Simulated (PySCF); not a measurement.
Si(F)3(SeH) (F₃HSeSi), SMILES F[Si](F)(F)[SeH].

Coordinates come from a PBE-D3(BJ)/def2-SVP optimisation. The structure was generated by enumeration, and PubChem lists no compound with its InChIKey, so it may never have been made. Other conformers were not sampled.

The numbers are results of PBE-D3(BJ)/def2-SVP (PySCF 2.14.0), not measurements.

Frequencies are harmonic and unscaled.

Computed normal modes with their intensities:
| mode | ν (cm⁻¹) | IR (km/mol) | moving atoms (share of kinetic energy) |
|---|---|---|---|
| 1 | 86 | 7.0 | H 75 %, F 24 % |
| 2 | 160 | 1.6 | F 78 %, Si 10 %, Se 9 % |
| 3 | 186 | 4.6 | F 61 %, H 21 %, Se 11 % |
| 4 | 254 | 14.1 | F 58 %, Se 41 % |
| 5 | 299 | 16.0 | F 82 %, Si 16 % |
| 6 | 301 | 12.4 | F 78 %, Si 20 % |
| 7 | 466 | 101.7 | Si 50 %, F 41 %, Se 9 % |
| 8 | 649 | 2.9 | H 92 % |
| 9 | 822 | 201.2 | F 67 %, Si 33 % |
| 10 | 949 | 137.0 | F 51 %, Si 49 % |
| 11 | 968 | 132.1 | Si 50 %, F 49 % |
| 12 | 2357 | 2.8 | H 99 % |
